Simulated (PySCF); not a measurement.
**Löwdin shares of the frontier orbitals**

Species: C4H7N3O2Si.
Atom-mapped SMILES: `[CH3:1][O:2][C:3](=[O:4])[c:5]1[cH:6][n:7][n:8]([SiH3:9])[n:10]1` (hydrogens: H11, H12, H13 on C1; H14 on C6; H15, H16, H17 on Si9)

Geometry (PBE0-D3(BJ)/def2-SVP, Å), atoms numbered from 1 in this order:
```xyz
17
C4H7N3O2Si angstrom
C      3.273    1.226   -0.077
O      1.904    0.911    0.100
C      1.554   -0.329   -0.230
O      2.318   -1.162   -0.649
C      0.115   -0.590   -0.030
C     -0.570   -1.796   -0.294
N     -1.841   -1.625    0.017
N     -1.906   -0.367    0.450
Si    -3.421    0.419    1.026
N     -0.763    0.290    0.438
H      3.390    2.269    0.237
H      3.909    0.569    0.534
H      3.569    1.110   -1.131
H     -0.184   -2.735   -0.685
H     -3.678    1.599    0.160
H     -3.208    0.834    2.437
H     -4.479   -0.611    0.899
```

Method used: PySCF 2.14.0, density-fitted response routines, TDDFT CAM-B3LYP/def2-SVPD, vertical, gas phase, core orbitals frozen in the response.

Frontier orbitals with the atoms that hold most of them (Löwdin shares over 4%, at most four atoms; ? is withheld):

```json
{"orbital": "LUMO+2", "ε (eV)": "0.89", "atoms": "N7 28%, C6 24%, C3 9%, N8 8%"}
{"orbital": "LUMO+1", "ε (eV)": "0.89", "atoms": "Si9 46%, H16 13%, H15 12%, H17 11%"}
{"orbital": "LUMO", "ε (eV)": "?", "atoms": "N10 24%, C3 15%, O4 14%, C5 13%"}
{"orbital": "HOMO", "ε (eV)": "-9.48", "atoms": "?"}
{"orbital": "HOMO-1", "ε (eV)": "-9.96", "atoms": "?"}
{"orbital": "HOMO-2", "ε (eV)": "-10.19", "atoms": "N7 30%, N10 29%, C6 12%, C5 9%"}
{"orbital": "HOMO-3", "ε (eV)": "-10.35", "atoms": "N7 46%, N10 31%, C6 6%, C5 5%"}
```

Task: Give the leading atoms of the HOMO-1.

Result: O4 (bonded to C) 67%; O2 (bonded to 2 C) 11%; C3 (bonded to C and 2 O) 9%; C5 (bonded to 2 C and N) 6%. By element: oxygen 78%, carbon 14% or more.

Task: Which atoms hold the HOMO, and with what shares?

Result: N8 (bonded to 2 N and Si) 26%; C5 (bonded to 2 C and N) 23%; C6 (bonded to C, N and H) 20%; O4 (bonded to C) 6%. By element: carbon 43% or more, nitrogen 26% or more, oxygen 6% or more.

Task: What is the LUMO energy, and the HOMO–LUMO gap?

Result: ε(LUMO) = -0.26 eV; the gap is 9.22 eV (0.3388 hartree).

Within 0.005 eV of a neighbour in this list lie LUMO+1/LUMO+2 (point group found: Cs); within a degenerate set the shares of single atoms can hang on how the components are chosen.

Task: How does S1 compare with the orbital gap of 9.22 eV?

Result: S1 is at 5.44 eV (f = 0.0001), 3.78 eV below the gap, made of HOMO-1→LUMO (80%), HOMO-1→LUMO+2 (13%). Its leading pair isn't HOMO and LUMO; the energies of that pair differ by 9.70 eV. 

Task: Give energy, strength and leading configuration of S1 and S3, and follow the Löwdin shares of the leading atoms from the occupied to the empty orbital.

Result: 
- S1 (5.44 eV, f 0.0001), HOMO-1→LUMO (80%): O4 67% → 14%, O2 11% → at most 13%, N10 at most 6% → 24%, C3 9% → 15%
- S3 (6.12 eV, f 0.372), HOMO→LUMO (92%): N8 26% → at most 13%, C5 23% → 13%, N10 at most 7% → 24%, C3 at most 7% → 15%

Löwdin shares depend on the basis, the more so with diffuse functions.

The run took 13 min on one thread, Arm Neoverse N1 (aarch64), shared host with 48 logical CPUs at a one-minute load of 27, and the process peaked at 1.3 GiB of memory.

One conformer stands for the species.
